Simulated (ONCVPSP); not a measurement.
## u(r) = r·R(r): atom against pseudo-atom (oxygen (O))

Columns: radius, all-electron u(r) and pseudo u(r) of the 2p shell (level -9.30 eV) of oxygen in the configuration [He] 2s1.75 2p4.25; LDA (Perdew-Wang 92), scalar-relativistic, ONCV scheme, ONCVPSP 4.0.1.

```csv
r (bohr),all-electron,pseudo
0.105,0.1125,0.0337
0.210,0.3116,0.1290
0.315,0.4995,0.2701
0.420,0.6462,0.4347
0.525,0.7479,0.5985
0.630,0.8096,0.7400
0.735,0.8391,0.8441
0.840,0.8442,0.9043
0.945,0.8318,0.9216
1.050,0.8074,0.9036
1.155,0.7750,0.8607
1.260,0.7377,0.8041
1.365,0.6978,0.7430
1.470,0.6568,0.6838
1.575,0.6158,0.6297
1.680,0.5756,0.5815
1.785,0.5367,0.5386
1.890,0.4993,0.4997
1.995,0.4638,0.4638
2.100,0.4301,0.4301
2.205,0.3984,0.3984
2.310,0.3686,0.3686
2.415,0.3407,0.3407
2.520,0.3147,0.3147
2.625,0.2904,0.2904
2.730,0.2678,0.2678
```

Problem. How many radial nodes do the two functions have?

Solution. The all-electron 2p function has n − l − 1 = 0; the pseudo-wave has 0.

Problem. At about which radius was the pseudo-wave matched?

Solution. 2.10 bohr. The columns agree to 0.0005 from 1.89 bohr on; several derivatives are matched, so the curves merge somewhat inside the radius.

Problem. Where does each function peak?

Solution. Outermost all-electron maximum near 0.84 bohr, pseudo maximum near 0.94 bohr (to the table’s step).

Problem. Is the pseudo-wave norm-conserving?

Solution. Yes: the ONCV scheme keeps the norm inside the radius equal to the all-electron one, which fixes the energy derivative of the logarithmic derivative at the level.
